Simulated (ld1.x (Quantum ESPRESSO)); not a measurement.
lithium ultrasoft: all-electron and pseudo phase curves

lithium (Li), ultrasoft, made with ld1.x (Quantum ESPRESSO) 7.5 (Wu–Cohen, scalar-relativistic). Core none, reference 1s2 2s1 2p0. Waves: 1s (bound): rcut 1.05, rcutus 1.40 bohr; 2s (bound): rcut 1.05, rcutus 1.40 bohr; 2p (bound, empty): rcut 4.00, rcutus 4.50 bohr; 2p channel at 0.7 Ry: rcut 4.00, rcutus 4.50 bohr; 3d channel at 0.3 Ry: rcut 3.85, rcutus 5.15 bohr; 3d channel at 2.3 Ry: rcut 3.85, rcutus 5.15 bohr. Local part: all-electron potential smoothed inside 3.90 bohr (lloc = -1). Core correction: none. Augmentation charge: PSQ, inside the norm-conserving radii.

The phase is arctan(r·u′/u) with u = r·R(r), unwrapped; energies in Ry, scanned from -6 to 5 Ry. A pole is an energy at which the radial function vanishes at the test radius. The pseudo phase is shifted by a multiple of π to meet the all-electron one at the reference energy, and phase errors are pseudo minus all-electron; the curves can meet again beyond the range given. Levels narrower than the energy grid can be missing from the lists of poles.

Question: For each channel, where are the poles, and over which energies does the pseudopotential scatter like the atom?

Answer:

| channel | radius (bohr) | reference energy (Ry) | poles, all-electron | poles, pseudo | unbroken range about the reference energy with phases within 0.05 rad | phase error 1 Ry above the reference energy (rad) |
| --- | --- | --- | --- | --- | --- | --- |
| s | 5.58 | -0.21 | -0.09, 1.13, 3.09 | -0.08, 1.22, 3.58 | below 0.3 | +0.034 |
| p | 5.58 | -0.08 | 0.10, 1.14, 2.84 | 0.10, 1.14, 3.18 | below 1.7 | +0.001 |
| d | 5.58 | 0.30 | 0.65, 2.12, 4.22 | 0.65, 2.12, 4.44 | below 1.3 | +0.073 |

Phases in the d channel:

```tsv
E (Ry)	all-electron	pseudo
-6.00	1.498	1.498
-5.74	1.496	1.496
-5.48	1.495	1.495
-5.22	1.493	1.493
-4.96	1.491	1.491
-4.70	1.489	1.489
-4.44	1.486	1.486
-4.18	1.484	1.484
-3.92	1.481	1.481
-3.66	1.478	1.478
-3.40	1.474	1.474
-3.14	1.471	1.471
-2.88	1.466	1.466
-2.62	1.461	1.461
-2.36	1.456	1.456
-2.10	1.449	1.449
-1.84	1.441	1.441
-1.58	1.431	1.431
-1.32	1.418	1.418
-1.06	1.401	1.401
-0.80	1.377	1.377
-0.54	1.339	1.339
-0.28	1.268	1.268
-0.02	1.061	1.061
0.24	-0.511	-0.510
0.50	-1.450	-1.450
0.76	-1.632	-1.631
1.02	-1.803	-1.799
1.28	-2.751	-2.689
1.54	-4.439	-4.432
1.80	-4.624	-4.623
2.06	-4.700	-4.699
2.32	-4.756	-4.756
2.58	-4.822	-4.822
2.84	-4.971	-4.959
3.10	-6.367	-5.994
3.36	-7.618	-7.564
3.62	-7.754	-7.729
3.88	-7.809	-7.789
4.14	-7.844	-7.824
4.40	-7.874	-7.850
4.66	-7.905	-7.873
4.92	-7.950	-7.897
```
